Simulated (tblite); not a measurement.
Species: C₅H₈F₃O₂P.
Numbering: `[CH3:1][C:2](=[O:3])[CH2:4][P@@:5]([CH3:6])(=[O:7])[C:8]([F:9])([F:10])[F:11]` (hydrogens: H12, H13, H14 on C1; H15, H16 on C4; H17, H18, H19 on C6)

Computed geometry: GFN2-xTB, gas phase.

Task: Give the optimised bond lengths and angles.

Result: 
```json
{"bond": "C1–C2", "length (Å)": "1.499"}
{"bond": "C2=O3", "length (Å)": "1.203"}
{"bond": "C2–C4", "length (Å)": "1.516"}
{"bond": "C4–P5", "length (Å)": "1.842"}
{"bond": "P5–C6", "length (Å)": "1.817"}
{"bond": "P5=O7", "length (Å)": "1.460"}
{"bond": "P5–C8", "length (Å)": "1.892"}
{"bond": "C8–F9, C8–F10, C8–F11", "length (Å)": "1.338"}
{"bond": "C1–H12, C1–H13, C1–H14", "length (Å)": "1.088"}
{"bond": "C4–H15", "length (Å)": "1.092"}
{"bond": "C4–H16", "length (Å)": "1.094"}
{"bond": "C6–H17, C6–H18, C6–H19", "length (Å)": "1.088"}
```

Bonds in one row agree within 0.01 Å and their mean is given. A selection of angles:
```json
{"angle": "C1–C2–O3", "degrees": "124.1"}
{"angle": "C1–C2–C4", "degrees": "114.9"}
{"angle": "O3–C2–C4", "degrees": "121.0"}
{"angle": "C2–C4–P5", "degrees": "112.7"}
{"angle": "C4–P5–C6", "degrees": "110.6"}
{"angle": "C4–P5–O7", "degrees": "113.6"}
{"angle": "C4–P5–C8", "degrees": "101.7"}
{"angle": "C6–P5–O7", "degrees": "116.5"}
{"angle": "C6–P5–C8", "degrees": "102.6"}
{"angle": "O7–P5–C8", "degrees": "110.2"}
{"angle": "P5–C8–F9", "degrees": "109.8"}
{"angle": "P5–C8–F10", "degrees": "115.1"}
{"angle": "F9–C8–F10", "degrees": "107.1"}
```

Torsions: C1–C2–C4–P5 119° (anticlinal); C2–C4–P5–C6 54° (synclinal); C4–P5–C8–F9 -174° (antiperiplanar).

Of the pairs four or more bonds apart, O3···H17 is among the closest relative to their van der Waals radii: 2.40 Å, 88 % of the sum of Bondi's values. The 3 C–P bonds span 1.817 Å (P5–C6, drawn single) to 1.892 Å (P5–C8, drawn single), a spread of 0.075 Å. P5 (phosphoryl phosphorus) is distorted tetrahedral (angles from 101.7° to 116.5°).

Point group: C1 (no symmetry element, even within 0.4 Å). Its GFN2-xTB frequencies are all real (lowest 37 cm⁻¹). The numbers are those of one conformer.
